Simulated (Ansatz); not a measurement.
Consider the formal hydrolysis of a C–S bond: `FC(S)[SeH]` + H₂O → `OC(F)[SeH]` + H₂S.

Program: Ansatz. Geometries: PBE0-D4/def2-TZVP. ΔE: electronic, gas phase. CCSD(T)/CBS adds triple-zeta CCSD(T) − MP2 to the extrapolated MP2 energy (def2 sets, frozen cores). This one scheme is used for every species. Functionals use def2-TZVPP. HSE06 is defined as in plane-wave codes. For Se outer-core shells are correlated without core-valence functions, which leaves a few kJ/mol of doubt a bond. Scalar relativity is left out up to krypton. One conformer a species, not always the lowest.

```json
{"level": "HSE06-D4", "ΔE (kJ/mol)": "-10.6"}
{"level": "BHLYP-D4", "ΔE (kJ/mol)": "-14.2"}
{"level": "ωB97M-V", "ΔE (kJ/mol)": "-11.8"}
{"level": "HF/def2-SVP", "ΔE (kJ/mol)": "-49.3"}
{"level": "MP2/def2-SVP", "ΔE (kJ/mol)": "-29.9"}
{"level": "CCSD/def2-SVP", "ΔE (kJ/mol)": "-37.0"}
{"level": "MP2/def2-QZVPP", "ΔE (kJ/mol)": "3.5"}
{"level": "MP2/CBS(def2)", "ΔE (kJ/mol)": "6.9"}
```

Task: What does CCSD(T)/CBS give? (An estimate is asked.)

Result: Ansatz gave: -1.9 kJ/mol. The listed levels differ from it by -8.7, -12.3, -9.9, -47.4, -28.0, -35.1, 5.4, 8.8 kJ/mol.

Largest T1 diagnostic among the species: 0.011.

At CCSD(T), def2-SVP lies −34.1 kJ/mol from the extrapolated value and def2-TZVPP −9.0 kJ/mol. Leaving LDA and LC-ωPBE aside and taking each functional with its dispersion term where it has one, the values, not all of them listed here, spread over 10.8 kJ/mol, from CAM-B3LYP-D4 to revPBE-D4. LDA lies −5.1 kJ/mol from PBE without D4. From BLYP to BHLYP (50 % exact exchange), in def2-TZVPP and without D4, ΔE moves by −3.0 kJ/mol.
